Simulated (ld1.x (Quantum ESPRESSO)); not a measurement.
# Ir (Z = 77): one change to a TM potential, before and after

```
Element                 : Ir
Generator               : ld1.x (Quantum ESPRESSO) 7.5
Type                    : norm-conserving Troullier–Martins (Kleinman–Bylander form)
Functional              : LDA (PZ)
Relativity              : scalar-relativistic
Frozen core             : [Xe] 4f14
Valence charge          : 9
Reference configuration : 5d7 6s0.5 6p0 (charge +1.5)
Partial waves           : 6p (bound, empty): rc 2.50 bohr; 5d (bound): rc 1.65 bohr; 6s (bound): rc 2.40 bohr
Local potential         : the s channel
Core correction         : a·sin(br)/r model core inside 0.85 bohr
```

Change: core correction a·sin(br)/r model core inside 1.34 bohr.

Cutoffs: the cutoffs (Ry, on a coarse ladder) from which the occupation-weighted sum of valence levels, in a spherical-Bessel basis at the reference potential, stays within 10 and 1 mRy of its value at 400 Ry; they do not see the model core or the augmentation charge, which bear on the density cutoff. Errors are all-electron minus pseudo energies relative to the spin-unpolarised reference configuration.

**Question.** Predict the effect on cutoff, ghosts and configuration errors.

**Answer.** The potential gets neither clearly harder nor softer (40 Ry and 55 Ry → 40 Ry and 55 Ry); of the 9 tests that both files solve, the error grows in 2 and shrinks in 0 by more than 15 % and 0.3 meV (median size 6.7 → 10.5 meV); neither file shows a bound ghost. A wider model core is smoother and lowers the density cutoff, which this test does not measure.

| quantity | base | changed |
| --- | --- | --- |
| cutoff, loose | 40 Ry | 40 Ry |
| cutoff, tight | 55 Ry | 55 Ry |
| bound ghosts | none | none |
| error for 5d7 6s2 6p0, meV [ΔE -18.11 eV] | -11 | -10 |
| error for 5d7 6s1 6p0, meV [ΔE -7.93 eV] | +0.1 | +0.2 |
| error for 5d7 6s0 6p0, meV [ΔE 9.92 eV] | -6.7 | -6.7 |
| error for 5d6 6s0 6p0, meV [ΔE 40.76 eV] | -136 | -135 |
| error for 5d8 6s1 6p0, meV [ΔE -18.39 eV] | -45 | -45 |
| error for 5d7 6s0 6p2, meV [ΔE -6.92 eV] | -0.7 | -0.6 |
| error for 5d7 6s0 6p1, meV [ΔE -1.35 eV] | -0.4 | -0.4 |
| error for 5d7 6s0.5 6p0 (spin-polarised), meV [ΔE -1.53 eV] | +21 | +102 |
| error for 5d7 6s2 6p0 (spin-polarised), meV [ΔE -19.27 eV] | -5.3 | +72 |
| s: phases at 2.68 bohr within 0.05 rad from the reference energy up to (Ry; the scan ends near 5) | 1.9 | 1.9 |
| p: phases at 2.68 bohr within 0.05 rad from the reference energy up to (Ry; the scan ends near 5) | 2.1 | 2.1 |
| d: phases at 2.68 bohr within 0.05 rad from the reference energy up to (Ry; the scan ends near 5) | 0.3 | 0.3 |
